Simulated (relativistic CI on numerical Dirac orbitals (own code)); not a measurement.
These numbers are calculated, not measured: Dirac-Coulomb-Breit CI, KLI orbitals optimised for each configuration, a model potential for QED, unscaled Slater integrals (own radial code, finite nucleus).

The strongest absorption lines from the ground level of an ion, among the configurations computed and to levels below about 414 eV (vacuum wavelength in Å, gf): 30.189 (0.63), 30.196 (0.59), 30.293 (0.47), 61.368 (0.55), 63.624 (0.56), 66.688 (1.6), 68.229 (1.6), 70.564 (0.55).

Problem. Which ion is it?
A. Rh¹⁸⁺
B. Rh²⁰⁺
C. Ag²²⁺
D. Nb¹⁶⁺

Solution. B. Rh²⁰⁺ has 25 electrons and the ground level 3s2.3p6.3d7 4F_9/2; the strongest line goes to 3s2.3p5.3d8 4D°_7/2. The pattern of lines fixes the number of electrons, and along that sequence the line energies rise steadily with the charge (about as its square where n changes within one kind of shell, about linearly where n is kept but much faster in heavy ions where fine structure, which grows about as Z⁴, sets the gap, and irregularly where shells cross), which fixes Z. Configurations outside the model, such as inner-shell arrays, can give stronger lines. At this charge energies of transitions that change n are usually good to better than 1 %, and those within a shell (Δn = 0) to a few per cent. Terms inside the open d or f shell come out 10 to 20 % too wide with unscaled integrals.

LS names give the leading component of a level, which can be under half, so a name can repeat, a term be missing and a line seem to break the LS rules.
